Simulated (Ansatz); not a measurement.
Reactions of Cl$_{3}$HHfSe, SMILES `[Cl][Hf]([Cl])([Cl])[SeH]`.

Computed with Ansatz on PBE0-D4/def2-TZVP structures; ΔE is electronic, products minus reactants. CBS: MP2 limit from def2 TZ/QZ plus the TZ coupled-cluster correction, frozen cores. def2 core potentials past Kr. For Br, Ge, Hf, Se, Zr outer-core shells are correlated without core-valence functions, which leaves a few kJ/mol of doubt a bond. Scalar relativity is left out up to krypton. One conformer a species, not always the lowest.

Task: Order these by ΔE at CCSD(T)/CBS, lowest first. (Estimate.)
A. `[Cl][Hf]([Cl])([Cl])[SeH]` + `O=[CH][GeH2][Cl]` → `O=[CH][GeH2][SeH]` + hafnium tetrachloride
B. `[Cl][Hf]([Cl])([Cl])[SeH]` + `[OH][Zr]([F])([F])[Cl]` → `[F][Hf]([Cl])([Cl])[Cl]` + `[OH][Zr]([F])([Cl])[SeH]`
C. `[Cl][Hf]([Cl])([Cl])[SeH]` + ethylmethylamine → `CC[N](C)[Hf]([Cl])([Cl])[Cl]` + H₂Se
D. `[Cl][Hf]([Cl])([Cl])[SeH]` + `N[SiH](C=O)CO` → `[OH][Hf]([Cl])([Cl])[SeH]` + `N[SiH](C=O)CCl`
E. `[Cl][Hf]([Cl])([Cl])[SeH]` + HBr → `[Cl][Hf]([Cl])([Cl])[Br]` + H₂Se

Result: E (-0.62 eV), A (-0.50 eV), D (-0.28 eV), B (-0.03 eV), C (+0.12 eV).

Largest T1 diagnostic: 0.017, for `[OH][Zr]([F])([F])[Cl]`.
